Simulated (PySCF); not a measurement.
Gas-phase equilibrium of 1 mol HF, 0.68 mol H₂O at 1200 K and 0.00100 bar, among 15 species (O₂, F₂, O, F, HO₂, HOF, H₂O, H, FO, H₂O₂, O₃, HF, H₂, F₂O, OH). Only gases are allowed; each row takes one source of thermochemistry for all species, and Cantera finds the minimum.

Energies from PySCF (xtb for GFN2), thermal terms from the rigid-rotor harmonic-oscillator model, ideal gas at 1 bar. 'Table' is the NASA 1993 thermochemical table (part measured, part estimated). † marks an energy on the PBE0/def2-TZVP geometry and frequencies; other levels use their own. CCSD(T) freezes the core. Open shells (unrestricted) among the columns below: O₂ (multiplicity 3), O (multiplicity 3, electronic degeneracy 9), H (multiplicity 2), OH (multiplicity 2, electronic degeneracy 4); the rest are closed-shell singlets. GFN2 has no spin-polarisation term. Spin-orbit splitting is ignored; it lowers the true energy and changes the entropy of O, OH. CCSD(T) isn't extrapolated to the basis-set limit. The harmonic model lacks anharmonicity and excited electronic states, which grow with temperature; levels with a mode under 35 cm⁻¹ are left out. The table's entry may be an old estimate for OH (not checked at source).

Molecules larger than those listed are left out. Also missing: (HF)n, which can matter at low temperature or high pressure. Table species left out: FO2, H2F2, H3F3, H4F4.

Mole fractions:

```csv
thermochemistry,x HF,x H₂O,x H₂,x O,x OH,x O₂,x H
table,0.60,0.40,3.8e-5,3.4e-9,3.3e-6,1.8e-5,3.9e-8
BLYP/def2-TZVP†,0.60,0.40,0.00077,8.2e-10,6.1e-6,0.00038,1.9e-7
CCSD(T)/def2-TZVPP†,0.60,0.40,6.3e-5,2.1e-8,8.4e-6,2.9e-5,6.5e-8
GFN2-xTB,0.60,0.40,2.3e-6,<1e-12,7.7e-10,5.4e-11,4.7e-10
HF/def2-TZVP†,0.58,0.36,0.030,0.025,0.0093,1.4e-7,0.00027
PBE0/def2-SVP†,0.60,0.40,0.00042,3.2e-9,6.4e-6,0.00021,6.1e-7
ωB97M-V/def2-TZVP†,0.60,0.40,0.00012,3.9e-9,6.3e-6,6.0e-5,9.4e-8
```
The most sensitive of these is O: it spans a factor of 10^10.4 over these rows; at this temperature one factor of ten is RT ln 10 = 23 kJ/mol.
